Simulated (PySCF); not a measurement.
Cd(I)(SeH) (CdHISe), SMILES [SeH][Cd][I].

Geometry: PBE0-D3(BJ)/def2-SVP. The structure was generated by enumeration; whether it is a known compound was not checked. The def2 effective core potentials stand for the cores of Cd, I; spin–orbit coupling is left out. Other conformers were not sampled.

Two levels are set side by side: PBE/def2-TZVPD (PySCF) and ωB97X/def2-TZVPD (PySCF). Same geometry, gas phase. Differences are taken from unrounded values.

```tsv
quantity	ωB97X
orbital gap (eV)	9.20
highest occupied level (eV)	-9.40
lowest empty level (eV)	-0.20
dipole moment (D)	0.77
mean polarisability (bohr³)	102.2
```

What does PBE give, and how far is it from ωB97X? (Estimate from the structure and the level; the computed values follow.)


```json
[
 {"quantity": "orbital gap (eV)", "PBE": "3.28", "PBE minus ωB97X": "-5.92"},
 {"quantity": "highest occupied level (eV)", "PBE": "-6.08", "PBE minus ωB97X": "3.32"},
 {"quantity": "lowest empty level (eV)", "PBE": "-2.81", "PBE minus ωB97X": "-2.60"},
 {"quantity": "dipole moment (D)", "PBE": "0.81", "PBE minus ωB97X": "0.05"},
 {"quantity": "mean polarisability (bohr³)", "PBE": "108.8", "PBE minus ωB97X": "6.6"}
]
```

Without exact exchange PBE keeps part of each electron's self-repulsion, which lifts occupied levels and narrows the gap. PBE's more diffuse valence density responds more strongly to a field. Differences between two approximate levels are no errors against the true value.

Rough cost on one machine, each run with all the roots and properties that it gave: ωB97X against PBE within a factor of 2.
